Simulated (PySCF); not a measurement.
Compound: 6-chloro-2-hydroxypyridine, C5H4ClNO.
Geometry (PBE0-D3(BJ)/def2-SVP, Å), atoms numbered from 1 in this order:
```xyz
12
C5H4ClNO angstrom
O     -1.462   -2.252    0.445
C     -0.299   -1.696    0.789
C      0.037   -0.432    0.283
C      1.256    0.104    0.671
C      2.095   -0.606    1.531
C      1.642   -1.851    1.960
Cl     2.638   -2.786    3.028
N      0.488   -2.382    1.606
H     -1.496   -3.109    0.896
H     -0.648    0.087   -0.387
H      1.562    1.086    0.302
H      3.059   -0.219    1.859
```

Computed at PBE0/pcSseg-1 (PySCF, non-relativistic), with Q(17O) = −0.0256 b, Q(35Cl) = −0.0817 b, Q(14N) = 0.02044 b: O1, 17O (I = 5/2): χzz = -10.15 MHz, η = 0.723; Cl7, 35Cl (I = 3/2): χzz = -74.16 MHz, η = 0.141; N8, 14N (I = 1): χzz = -4.408 MHz, η = 0.083.

(1) Where would the pure quadrupole (NQR) lines of 17O at O1 fall for the rigid, isolated species?

(2) Find the zero-field quadrupole resonance frequencies of 35Cl at Cl7.

(3) Where would the pure quadrupole (NQR) lines of 14N at N8 fall for the rigid, isolated species?

(4) Apply the simplest Townes–Dailey estimate (no s hybridisation, no π bonding), ionic character = 1 − χzz/χ0, where χ0 is the coupling for one missing p electron along the bond: −109.74 MHz for 35Cl.

Answers

(1) From the eigenvalues of H = χ/[4I(2I − 1)] × [3Iz² − I(I + 1) + η(Ix² − Iy²)], steps between neighbouring levels, labelled as for η = 0: ±1/2↔±3/2 2.218 MHz, ±3/2↔±5/2 2.812 MHz (phenol-type oxygen).

(2) From ν = (|χ|/2)√(1 + η²/3): ν = 37.20 MHz (aryl chlorine). For 37Cl the ratio of quadrupole moments, 0.7881, gives 29.32 MHz.

(3) From ν± = (3/4)|χ|(1 ± η/3) and ν0 = |χ|η/2: ν+ 3.398 MHz, ν− 3.214 MHz, ν0 0.184 MHz (pyridine-type nitrogen).

(4) Cl7 on C6: 1 − (-74.16)/(-109.74) = 0.32. In this model a purely covalent bond gives χ0 and a free halide ion gives zero; s hybridisation or π bonding, where present, is counted here as ionic character.

In a crystal, neighbours and librations shift these lines. The basis is small and wasn't made for field gradients, so the couplings can be 20 % off.

One conformer stands for the species.
